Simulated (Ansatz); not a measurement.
The same path of C2H8N2OSi (14 atoms, charge 0, multiplicity 1) was run 3 times with different band settings. The coordinate that changes most is the height of N1 over the plane of its neighbours.

Level of theory: Ansatz 0.2.0, RHF/def2-SVP.

Relaxed end points:

```xyz
14
Properties=species:S:1:pos:R:3
N -2.786 0.691 0.307
C -1.623 -0.027 0.214
C -0.374 0.453 0.164
Si 1.099 -0.646 -0.036
N 2.095 0.022 -1.276
O 2.062 -0.810 1.306
H -2.714 1.647 0.590
H -3.589 0.219 0.664
H -1.792 -1.097 0.134
H -0.245 1.532 0.242
H 0.611 -2.025 -0.271
H 1.683 0.466 -2.073
H 2.980 -0.388 -1.507
H 2.580 -0.067 1.571
```

```xyz
14
Properties=species:S:1:pos:R:3
N -2.754 0.671 0.576
C -1.608 -0.037 0.331
C -0.366 0.448 0.199
Si 1.102 -0.650 -0.041
N 2.072 0.038 -1.292
O 2.093 -0.841 1.275
H -2.722 1.662 0.452
H -3.622 0.249 0.323
H -1.775 -1.109 0.280
H -0.237 1.529 0.257
H 0.608 -2.024 -0.288
H 1.649 0.486 -2.080
H 2.960 -0.359 -1.533
H 2.587 -0.092 1.571
```

Common settings: spring 5.0 eV/Å²; optimiser quadratic models (default); force threshold 0.05 eV/Å; iteration limit 60; end points relaxed.

| run | movable images | climbing image | start path |
| --- | --- | --- | --- |
| 1 | 7 | yes | through a guess of the saddle point |
| 2 | 4 | no | through a guess of the saddle point |
| 3 | 7 | yes | straight line |

What does each run give, and how far can it be trusted?

Run 1: converged after 8 iterations, highest image 0.016 eV above the first end. A vibrational analysis at the climbing image gives one clearly imaginary mode, 316i cm⁻¹: a first-order saddle point.
Run 2: converged after 7 iterations, highest image 0.015 eV above the first end. No image climbed, so the highest image needn't sit at the top of the path.
Run 3: converged after 7 iterations, highest image 0.016 eV above the first end. Another band between the same ends (7 images) ends at a top of the same energy, where a vibrational analysis finds 1 clearly imaginary mode.
